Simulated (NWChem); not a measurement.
The numbers come from NWChem runs, not from measurements. System: HGa, charge 0, spin multiplicity 1, optimised in this run. The structure started from a generated list of species. Level: B3LYP/def2-SVP.

The NWChem input:

```
start mol
memory heap 200 mb stack 900 mb global 1100 mb
geometry units angstroms
  Ga     0.000000     0.000000     0.059524
  H      0.000000     0.000000    -1.845257
  symmetry group C2v
end
basis spherical
  * library def2-svp
end
dft
  xc b3lyp
  semidirect memsize 60000000 filesize 0
  iterations 100
end
driver
  maxiter 80
end
task dft optimize
task dft freq
```

NWChem printed:

```
             Northwest Computational Chemistry Package (NWChem) 7.3.0
             --------------------------------------------------------

                                NWChem Input Module
                                -------------------

 Scaling coordinates for geometry "geometry" by  1.889725989
 (inverse scale =  0.529177249)

 Turning off AUTOSYM since
 SYMMETRY directive was detected!

          ------
          auto-z
          ------

                             Geometry "geometry" -> ""
                             -------------------------

 Output coordinates in angstroms (scale by  1.889725989 to convert to a.u.)

  No.       Tag          Charge          X              Y              Z
 ---- ---------------- ---------- -------------- -------------- --------------
    1 Ga                  31.0000     0.00000000     0.00000000     0.05952441
    2 H                    1.0000     0.00000000     0.00000000    -1.84525659

 Effective nuclear repulsion energy (a.u.)       8.6122733894

            Nuclear Dipole moment (a.u.)
            ----------------------------
        X                 Y               Z
 ---------------- ---------------- ----------------
     0.0000000000     0.0000000000     0.0000000000

      Symmetry information
      --------------------

 Group name             C2v
 Group number             16
 Group order               4
 No. of unique centers     2

      Symmetry unique atoms

     1    2


 Summary of "ao basis" -> "" (spherical)
 ------------------------------------------------------------------------------
       Tag                 Description            Shells   Functions and Types
 ---------------- ------------------------------  ------  ---------------------
 *                          def2-svp                  on all atoms

                           NWChem Geometry Optimization
                           ----------------------------

 maximum gradient threshold         (gmax) =   0.000450
 rms gradient threshold             (grms) =   0.000300
 maximum cartesian step threshold   (xmax) =   0.001800
 rms cartesian step threshold       (xrms) =   0.001200
 fixed trust radius                (trust) =   0.300000
 maximum step size to saddle      (sadstp) =   0.100000
 energy precision                  (eprec) =   5.0D-06
 maximum number of steps          (nptopt) =   80
 initial hessian option           (inhess) =    0
 line search option               (linopt) =    1
 hessian update option            (modupd) =    1
 saddle point option              (modsad) =    0
 initial eigen-mode to follow     (moddir) =    0
 initial variable to follow       (vardir) =    0
 follow first negative mode     (firstneg) =    T
 apply conjugacy                    (opcg) =    F
 source of zmatrix                         =   autoz

          -------------------
          Energy Minimization
          -------------------

 Names of Z-matrix variables
    1

 Variables with the same non-blank name are constrained to be equal

 Using diagonal initial Hessian
 Scaling for Hessian diagonals: bonds = 1.00  angles = 0.25  torsions = 0.10

          --------
          Step   0
          --------

                         Geometry "geometry" -> "geometry"
                         ---------------------------------

 Output coordinates in angstroms (scale by  1.889725989 to convert to a.u.)

  No.       Tag          Charge          X              Y              Z
 ---- ---------------- ---------- -------------- -------------- --------------
    1 Ga                  31.0000     0.00000000     0.00000000     0.05952441
    2 H                    1.0000     0.00000000     0.00000000    -1.84525659

 Effective nuclear repulsion energy (a.u.)       8.6122733894

            Nuclear Dipole moment (a.u.)
            ----------------------------
        X                 Y               Z
 ---------------- ---------------- ----------------
     0.0000000000     0.0000000000     0.0000000000

      Symmetry information
      --------------------

 Group name             C2v
 Group number             16
 Group order               4
 No. of unique centers     2

      Symmetry unique atoms

     1    2

                                 NWChem DFT Module
                                 -----------------

 Summary of "ao basis" -> "ao basis" (spherical)
 ------------------------------------------------------------------------------
       Tag                 Description            Shells   Functions and Types
 ---------------- ------------------------------  ------  ---------------------
 Ga                         def2-svp                12       32   5s4p3d
 H                          def2-svp                 3        5   2s1p

 Summary of "ao basis" -> "ao basis" (spherical)
 ------------------------------------------------------------------------------
       Tag                 Description            Shells   Functions and Types
 ---------------- ------------------------------  ------  ---------------------
 Ga                         def2-svp                12       32   5s4p3d
 H                          def2-svp                 3        5   2s1p

      Symmetry analysis of basis
      --------------------------

        a1         18
        a2          3
        b1          8
        b2          8

            General Information
            -------------------
          SCF calculation type: DFT
          Wavefunction type:  closed shell.
          No. of atoms     :     2
          No. of electrons :    32
           Alpha electrons :    16
            Beta electrons :    16
[...]
     Multipole analysis of the density
     ---------------------------------

     L   x y z        total         alpha         beta         nuclear
     -   - - -        -----         -----         ----         -------
     0   0 0 0     -0.000000    -16.000000    -16.000000     32.000000

     1   1 0 0      0.000000      0.000000      0.000000      0.000000
     1   0 1 0      0.000000      0.000000      0.000000      0.000000
     1   0 0 1      0.135652      3.091466      3.091466     -6.047281

     2   2 0 0    -11.553724     -5.776862     -5.776862      0.000000
     2   1 1 0      0.000000      0.000000      0.000000      0.000000
     2   1 0 1      0.000000      0.000000      0.000000      0.000000
     2   0 2 0    -11.553724     -5.776862     -5.776862      0.000000
     2   0 1 1      0.000000      0.000000      0.000000      0.000000
     2   0 0 2    -17.273025    -14.156642    -14.156642     11.040258

 HESSIAN: the one electron contributions are done in       0.0s

 HESSIAN: 2-el 1st deriv. term done in                     0.2s

 HESSIAN: 2-el 2nd deriv. term done in                     0.5s

 HESSIAN: the two electron contributions are done in       1.6s

                                NWChem CPHF Module
                                ------------------

  scftype          =     RHF
  nclosed          =       16
  nopen            =        0
  variables        =      336
  # of vectors     =        6
  tolerance        = 0.10D-03
  level shift      = 0.00D+00
  max iterations   =       50
  max subspace     =       60

  int2e_file: Failed to allocate cache ... halving
 Grid integrated density:      32.000000872734
 Requested integration accuracy:   0.10E-13
 SCF residual:    5.1095222590132301E-006

Iterative solution of linear equations
  No. of variables      336
  No. of equations        6
  Maximum subspace       60
        Iterations       50
       Convergence  1.0D-04

   iter   nsub   residual    time
   ----  ------  --------  ---------
     1      6    3.05D-02       5.8
     2     12    1.32D-02       6.4
     3     18    5.05D-03       7.0
     4     24    4.01D-04       7.5
     5     30    2.17D-05       8.1

 HESSIAN: the CPHF contributions are done

 Derivative Dipole

 X vector of derivative dipole (au) [debye/angstrom]
 d_dipole_x/<atom=   1,x> =     0.0424     [    0.2039]
 d_dipole_x/<atom=   1,y> =     0.0000     [    0.0000]
 d_dipole_x/<atom=   1,z> =     0.0000     [    0.0000]
 d_dipole_x/<atom=   2,x> =    -0.0424     [   -0.2039]
 d_dipole_x/<atom=   2,y> =    -0.0000     [   -0.0000]
 d_dipole_x/<atom=   2,z> =    -0.0000     [   -0.0000]

 Y vector of derivative dipole (au) [debye/angstrom]
 d_dipole_y/<atom=   1,x> =     0.0000     [    0.0000]
 d_dipole_y/<atom=   1,y> =     0.0424     [    0.2039]
 d_dipole_y/<atom=   1,z> =     0.0000     [    0.0000]
 d_dipole_y/<atom=   2,x> =    -0.0000     [   -0.0000]
 d_dipole_y/<atom=   2,y> =    -0.0424     [   -0.2039]
 d_dipole_y/<atom=   2,z> =    -0.0000     [   -0.0000]

 Z vector of derivative dipole (au) [debye/angstrom]
 d_dipole_z/<atom=   1,x> =     0.0000     [    0.0000]
 d_dipole_z/<atom=   1,y> =     0.0000     [    0.0000]
 d_dipole_z/<atom=   1,z> =     0.8976     [    4.3114]
 d_dipole_z/<atom=   2,x> =    -0.0000     [   -0.0000]
 d_dipole_z/<atom=   2,y> =    -0.0000     [   -0.0000]
 d_dipole_z/<atom=   2,z> =    -0.8976     [   -4.3114]

 HESSIAN: the Hessian is done

  Vibrational analysis via the FX method

  See chapter 2 in "Molecular Vibrations" by Wilson, Decius and Cross

  Vib: Default input used

 ---------------------------- Atom information ----------------------------
     atom    #        X              Y              Z            mass
 --------------------------------------------------------------------------
    Ga       1  0.0000000D+00  0.0000000D+00 -8.9091212D-02  6.8925700D+01
    H        2  0.0000000D+00  0.0000000D+00 -3.2854533D+00  1.0078250D+00
 --------------------------------------------------------------------------

          ----------------------------------------------------
          MASS-WEIGHTED NUCLEAR HESSIAN (Hartree/Bohr/Bohr/Kamu)
          ----------------------------------------------------

               1            2            3            4            5            6
   ----- ----- ----- ----- -----
    1   -5.23278D-04
    2    4.60694D-06 -5.23285D-04
    3    4.68822D-06  4.93092D-06  1.34845D+00
    4    4.77467D-03  2.22475D-06 -2.42400D-06 -3.94275D-02
    5    2.21989D-06  4.77465D-03 -2.45737D-06 -2.10779D-05 -3.94274D-02
    6    4.10419D-06  4.03660D-06 -1.11552D+01 -3.30123D-05 -3.22685D-05  9.22523D+01


 ----------------------------------------------------------------------------
 Normal Eigenvalue ||         Derivative Dipole Moments (debye/angs)
  Mode   [cm**-1]  ||      [d/dqX]             [d/dqY]           [d/dqZ]
 ------ ---------- || ------------------ ------------------ -----------------
    1      -32.522 ||      -0.145              -0.144            -0.000
    2      -32.505 ||       0.144              -0.145             0.000
    3       -3.447 ||       0.000               0.000             0.000
    4        1.142 ||       0.000              -0.000             0.000
    5        1.248 ||       0.000               0.000             0.000
    6     1572.697 ||      -0.000              -0.000            -4.326
 ----------------------------------------------------------------------------

 ----------------------------------------------------------------------------
 Normal Eigenvalue ||                 Infra Red Intensities
  Mode   [cm**-1]  || [atomic units] [(debye/angs)**2] [(KM/mol)] [arbitrary]
 ------ ---------- || -------------- ----------------- ---------- -----------
    1      -32.522 ||    0.001814           0.042         1.768       0.134
    2      -32.505 ||    0.001814           0.042         1.768       0.134
    3       -3.447 ||    0.000000           0.000         0.000       0.000
    4        1.142 ||    0.000000           0.000         0.000       0.000
    5        1.248 ||    0.000000           0.000         0.000       0.000
    6     1572.697 ||    0.811149          18.714       790.748      59.733
 ----------------------------------------------------------------------------

        Vibrational analysis via the FX method
  --- with translations and rotations projected out ---
  --- via the Eckart algorithm                      ---
 Dependent rotation vector no.                    3
  found in ECKART; assuming linear geometry
 Projected Nuclear Hessian trans-rot subspace norm:4.8148D-35
                         (should be close to zero!)

          --------------------------------------------------------
          MASS-WEIGHTED PROJECTED HESSIAN (Hartree/Bohr/Bohr/Kamu)
          --------------------------------------------------------

               1            2            3            4            5            6
   ----- ----- ----- ----- -----
    1    0.00000D+00
    2    0.00000D+00  0.00000D+00
    3    7.68067D-22 -7.68067D-22  1.34879D+00
    4    0.00000D+00 -3.96988D-22  3.17590D-21  0.00000D+00
    5    0.00000D+00  8.13031D-19 -7.93976D-22  0.00000D+00  0.00000D+00
    6   -1.19096D-20  7.14578D-21 -1.11543D+01 -3.28303D-20  6.56607D-21  9.22445D+01

 center of mass
 --------------
 x =   0.00000000 y =   0.00000000 z =  -0.13515458

 moments of inertia (a.u.)
 ------------------
          10.148289275312           0.000000000000           0.000000000000
           0.000000000000          10.148289275312           0.000000000000
           0.000000000000           0.000000000000           0.000000000000

 Rotational Constants
 --------------------
 A=   0.000000 cm-1  (  0.000000 K)
 B=   5.932052 cm-1  (  8.534708 K)
 C=   5.932052 cm-1  (  8.534708 K)

 Temperature                      =   298.15K
 frequency scaling parameter      =   1.0000

 Linear Molecule

 Zero-Point correction to Energy  =    2.247 kcal/mol  (  0.003581 au)
 Thermal correction to Energy     =    3.730 kcal/mol  (  0.005944 au)
 Thermal correction to Enthalpy   =    4.322 kcal/mol  (  0.006888 au)

 Total Entropy                    =   47.688 cal/mol-K
   - Translational                =   38.635 cal/mol-K (mol. weight =  69.9335)
   - Rotational                   =    9.045 cal/mol-K (symmetry #  =        1)
   - Vibrational                  =    0.009 cal/mol-K

 Cv (constant volume heat capacity) =    5.024 cal/mol-K
   - Translational                  =    2.979 cal/mol-K
   - Rotational                     =    1.986 cal/mol-K
   - Vibrational                    =    0.058 cal/mol-K


 ----------------------------------------------------------------------------
 Normal Eigenvalue ||    Projected Derivative Dipole Moments (debye/angs)
  Mode   [cm**-1]  ||      [d/dqX]             [d/dqY]           [d/dqZ]
 ------ ---------- || ------------------ ------------------ -----------------
    1        0.000 ||       0.025               0.000             0.000
    2        0.000 ||       0.000               0.025             0.000
    3        0.000 ||      -0.203              -0.000            -0.000
    4        0.000 ||      -0.000              -0.203            -0.000
    5        0.000 ||       0.000               0.000             0.000
    6     1572.630 ||      -0.000              -0.000            -4.326
 ----------------------------------------------------------------------------

 ----------------------------------------------------------------------------
 Normal Eigenvalue ||           Projected Infra Red Intensities
  Mode   [cm**-1]  || [atomic units] [(debye/angs)**2] [(KM/mol)] [arbitrary]
 ------ ---------- || -------------- ----------------- ---------- -----------
    1        0.000 ||    0.000026           0.001         0.025       0.002
    2        0.000 ||    0.000026           0.001         0.025       0.002
    3        0.000 ||    0.001787           0.041         1.743       0.132
    4        0.000 ||    0.001787           0.041         1.743       0.132
    5        0.000 ||    0.000000           0.000         0.000       0.000
    6     1572.630 ||    0.811149          18.714       790.748      59.733
 ----------------------------------------------------------------------------

 Task  times  cpu:        5.6s     wall:        5.6s

 Total times  cpu:        8.1s     wall:        8.1s
```
